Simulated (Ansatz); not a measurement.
`CC[SiH](O)O` → `OCOC[SiH3]`  (isomerisation)

Isolated molecules relaxed with PBE0-D4/def2-TZVP in Ansatz; ΔE leaves out vibrations. CCSD(T)/CBS is the MP2 limit (def2-TZVPP, def2-QZVPP) plus CCSD(T) − MP2 in def2-TZVPP, frozen cores. Functionals use def2-TZVPP. B3LYP here is the variant with VWN-RPA as its local correlation; programs differ in this. Each species was taken in one conformer, which may not be the lowest.

`CC[SiH](O)O`:

Z-matrix (Å, degrees):
```
C
C 1 1.527
H 1 1.093 2 111.6
H 1 1.092 2 111.1 3 120.4
H 1 1.094 2 111.4 3 -120.0
Si 2 1.859 1 113.7 3 179.2
H 2 1.096 1 110.7 3 57.7
H 2 1.097 1 110.2 3 -59.2
O 6 1.648 2 105.3 1 59.4
O 6 1.646 2 112.8 1 -177.9
H 6 1.485 2 112.8 1 -61.2
H 9 0.958 6 117.5 2 -173.1
H 10 0.958 6 117.5 2 -55.6
```

`OCOC[SiH3]`:

Cartesian coordinates in Å:
```
O -1.798 -1.496 0.503
C -0.414 -1.494 0.315
O 0.228 -0.452 0.982
C -0.069 0.836 0.450
Si 1.091 1.308 -0.973
H -1.971 -1.637 1.439
H 0.052 -2.408 0.698
H -0.269 -1.428 -0.769
H 0.065 1.552 1.266
H -1.122 0.897 0.152
H 0.702 2.645 -1.500
H 1.013 0.316 -2.079
H 2.492 1.362 -0.483
```

```csv
level,ΔE (kJ/mol),difference from CCSD(T)/CBS
PBE-D4,371.8,-34.1
ωB97X-V,384.9,-21.0
ωB97M-V,396.8,-9.1
PBE,370.9,-35.0
r2SCAN,395.6,-10.3
PBE0,384.7,-21.2
B3LYP,386.8,-19.1
CCSD/def2-TZVPP,399.9,-6.0
HF/def2-QZVPP,401.0,-4.9
HF/CBS(def2),401.3,-4.6
CCSD(T)/CBS,405.9,0
```

Largest T1 diagnostic among the species: 0.012.

From PBE to PBE0 (25 % exact exchange), in def2-TZVPP and without D4, ΔE moves by +13.8 kJ/mol.
